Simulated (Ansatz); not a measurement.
A nudged elastic band was laid between two geometries of ClF2H2NTi + H3P (11 atoms, charge 0, multiplicity 1).

These are results of RKS BHLYP-D4/def2-SVP in Ansatz, not measurements.

```json
{"movable images": "7", "climbing image": "yes", "spring": "5.0 eV/Å²", "optimiser": "quadratic models (default)", "start path": "through a guess of the saddle point", "force threshold": "0.05 eV/Å", "iteration limit": "60", "end points": "relaxed"}
```

First end point:

```xyz
11
Properties=species:S:1:pos:R:3
Ti -0.043 -0.389 0.057
N -0.157 -0.173 1.858
H -0.446 -0.891 2.509
H 0.120 0.676 2.333
Cl 2.029 -0.892 -0.510
F -0.473 1.116 -0.691
F -1.089 -1.700 -0.349
P 2.137 2.974 1.309
H 2.587 1.648 1.092
H 0.973 2.819 0.517
H 1.479 2.665 2.530
```

Last end point:

```xyz
11
Properties=species:S:1:pos:R:3
Ti 0.242 0.390 0.054
N 0.413 0.068 2.300
H 0.020 -0.849 2.478
H 1.361 0.062 2.655
Cl 1.743 -1.252 -0.050
F 0.135 0.909 -1.598
F -1.431 0.064 0.416
P 0.999 2.624 0.769
H 2.222 2.116 1.283
H 1.538 2.982 -0.487
H -0.126 0.739 2.836
```

(1) Which bonds break or form, and what moves?

(2) What energy profile does the band end with?

(3) What is the geometry of the highest image?

## Answers

(1) Bonds broken: P8–H11. Bonds formed: Ti1–P8, N2–H11. ClF2H2NTi + H3P becomes ClF2H5NPTi.

(2) The run converged. The highest image is number 4 of 0 to 8, 1.67 eV above the first end and 1.92 eV above the last; the last end lies 0.25 eV below the first. The profile has 2 maxima (images 4, 6) with wells between them (image 5): this band takes more than one step, which may be the mechanism or a detour left from its start path. Neighbouring images differ by up to 1.6 eV, so the band resolves the path poorly. A vibrational analysis at the climbing image gives one clearly imaginary mode, 1593i cm⁻¹: a first-order saddle point. The orbitals stay closed-shell, which can raise the energy where a bond breaks towards radicals; this wasn't checked here.

```json
{"image": "0", "path coordinate (Å)": "0.00", "energy (eV)": "0.00", "P8–H11 (Å)": "1.42", "Ti1–P8 (Å)": "4.20", "N2–H11 (Å)": "3.34"}
{"image": "1", "path coordinate (Å)": "0.87", "energy (eV)": "0.02", "P8–H11 (Å)": "1.42", "Ti1–P8 (Å)": "4.16", "N2–H11 (Å)": "3.11"}
{"image": "2", "path coordinate (Å)": "1.75", "energy (eV)": "0.09", "P8–H11 (Å)": "1.42", "Ti1–P8 (Å)": "4.01", "N2–H11 (Å)": "2.75"}
{"image": "3", "path coordinate (Å)": "2.62", "energy (eV)": "0.35", "P8–H11 (Å)": "1.42", "Ti1–P8 (Å)": "3.52", "N2–H11 (Å)": "2.14"}
{"image": "4", "path coordinate (Å)": "3.49", "energy (eV)": "1.67", "P8–H11 (Å)": "1.73", "Ti1–P8 (Å)": "2.97", "N2–H11 (Å)": "1.31"}
{"image": "5", "path coordinate (Å)": "5.22", "energy (eV)": "0.05", "P8–H11 (Å)": "2.65", "Ti1–P8 (Å)": "2.56", "N2–H11 (Å)": "1.01"}
{"image": "6", "path coordinate (Å)": "6.94", "energy (eV)": "0.12", "P8–H11 (Å)": "2.77", "Ti1–P8 (Å)": "2.53", "N2–H11 (Å)": "1.01"}
{"image": "7", "path coordinate (Å)": "8.65", "energy (eV)": "0.04", "P8–H11 (Å)": "2.75", "Ti1–P8 (Å)": "2.49", "N2–H11 (Å)": "1.01"}
{"image": "8", "path coordinate (Å)": "10.37", "energy (eV)": "-0.25", "P8–H11 (Å)": "3.02", "Ti1–P8 (Å)": "2.47", "N2–H11 (Å)": "1.01"}
```

(3) 
```xyz
11
Properties=species:S:1:pos:R:3:forces:R:3
Ti 0.297 0.100 0.209 0.01 0.01 -0.01
N -0.008 0.170 2.174 0.00 0.00 0.00
H -0.934 -0.108 2.483 0.00 0.00 0.00
H 0.689 -0.188 2.816 0.00 0.00 0.00
Cl 2.205 -0.462 -0.706 0.00 0.00 0.00
F -0.706 1.207 -0.644 0.00 0.00 0.00
F -0.617 -1.360 0.025 0.00 0.00 0.00
P 1.587 2.546 1.305 0.00 0.00 0.00
H 2.789 1.825 1.127 0.00 0.00 0.00
H 1.330 2.759 -0.067 0.00 0.00 0.00
H 0.483 1.365 1.932 0.00 0.00 0.00
```

The run took 7.1 min on 4 threads of Arm Neoverse V2, with other jobs on the host, peak memory 0.4 GiB.
